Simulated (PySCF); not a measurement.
# Complete the spectrum of GeH4

Compound: GeH₄.
SMILES: `[GeH4]`

Computed, not measured: TDDFT CAM-B3LYP/aug-cc-pVTZ, vertical, gas phase, core orbitals frozen in the response (PySCF). Isolated species at its PBE0-D3(BJ)/def2-TZVP geometry, gas phase. Relativistic effects, spin–orbit coupling among them, are left out although an element past zinc is present.

Lowest singlets, with some entries withheld (?). The highest level found (9.80 eV, f 0.177 so far) is left out, since the window may have cut off a degenerate partner. Orbitals of the list HOMO-3 to LUMO+2 that lie within 0.01 eV of each other are written together with a slash and their weights summed (≥ marks a lower bound); for degenerate orbitals outside that list single weights are arbitrary.

```tsv
state	ν̃ (cm⁻¹)	f	main configurations (H = HOMO, L = LUMO)
S1	68680	?	H-2/H-1/H→L (≥87%)
S2	68710	?	H-2/H-1/H→L (≥87%)
S3	68720	?	H-2/H-1/H→L (≥87%)
S4	72610	?	H-2/H-1/H→L+1/L+2 (≥50%), H-2/H-1/H→L+4 (≥12%)
S5	72610	?	H-2/H-1/H→L+3 (≥25%), H-2/H-1/H→L+1/L+2 (≥25%), H-2/H-1/H→L+4 (≥12%)
S6	72640	?	H-2/H-1/H→L+3 (≥25%), H-2/H-1/H→L+1/L+2 (≥25%), H-2/H-1/H→L+12 (≥10%)
S7	73810	?	H-2/H-1/H→L+1/L+2 (≥36%), H-2/H-1/H→L+3 (≥15%)
S8	73830	?	H-2/H-1/H→L+1/L+2 (≥30%), H-2/H-1/H→L+3 (≥16%), H-2/H-1/H→L+11 (≥8%)
S9	77470	?	H-2/H-1/H→L+1/L+2 (≥40%), H-2/H-1/H→L+3 (≥20%)
```

Problem. What stands in place of each question mark?

Solution. 
- S1: f = 0.151
- S2: f = 0.151
- S3: f = 0.151
- S4: f = 0.0000
- S5: f = 0.0000
- S6: f = 0.0000
- S7: f = 0.0000
- S8: f = 0.0000
- S9: f = 0.0000

Problem. Where do the lowest triplets lie (Tamm–Dancoff)?

Solution. T1 7.93 eV, H-2/H-1/H→L (≥58%), H-2/H-1/H→L+7 (≥13%); T2 7.93 eV, H-2/H-1/H→L (≥58%), H-2/H-1/H→L+7 (≥13%); T3 7.93 eV, H-2/H-1/H→L (≥58%), H-2/H-1/H→L+7 (≥13%). E(S1) − E(T1) = +0.58 eV.

Problem. Which level carries the most intensity, and what share of the listed sum of f?

Solution. S1/S2/S3, with f = 0.453 of 0.453, 100%.

Problem. What is the mean static polarisability from the same response equations?

Solution. 35.4 au (5.25 Å³), with principal values 35.4, 35.4 and 35.4 au.
